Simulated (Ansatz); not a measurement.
The molecule RuC, closed-shell singlet (the spin of the measured ground state, though multiplicity 3 came lower at CCSD(T)/def2-TZVPP on PBE0 minima). No spin–orbit coupling.

Constants: fifth-degree fit in 1/R to seven points, most abundant isotopes. In def2 and cc sets the state is the lowest found near the PBE0 minimum, followed along R. The singlet is held restricted. HF and MP2 rows in def2 and cc sets belong to the determinant that coupled cluster picked by its CCSD energy.

Correlated levels freeze the inner cores; with def2 sets outer-core shells near the valence are correlated too.

Programs: Ansatz (Gaussian basis) for Hartree–Fock, density functionals and correlated methods. Values without a source in brackets are computed. In def2 rows elements past Kr take small-core potentials, without spin–orbit coupling.

Q: What bond length and harmonic frequency does HF/def2-TZVPP give?

A: r_e = 1.528 Å, ω_e = 1347 cm⁻¹.

Q: What bond length and harmonic frequency does PBE/def2-TZVPP give, and what D_e (from each atom's lowest state at the same level)?

A: r_e = 1.600 Å, ω_e = 1159 cm⁻¹, D_e = 6.98 eV.

Q: What bond length and harmonic frequency does CCSD(T)/def2-TZVPP give, and what D_e (from each atom's lowest state at the same level)?

A: r_e = 1.603 Å, ω_e = 1133 cm⁻¹, D_e = 6.06 eV.

Doubts at one or more of the structures used: a restricted determinant that unrestricted orbitals would lower (HF/def2-TZVPP, CCSD(T)/def2-TZVPP).

Ansatz is an electronic-structure program.
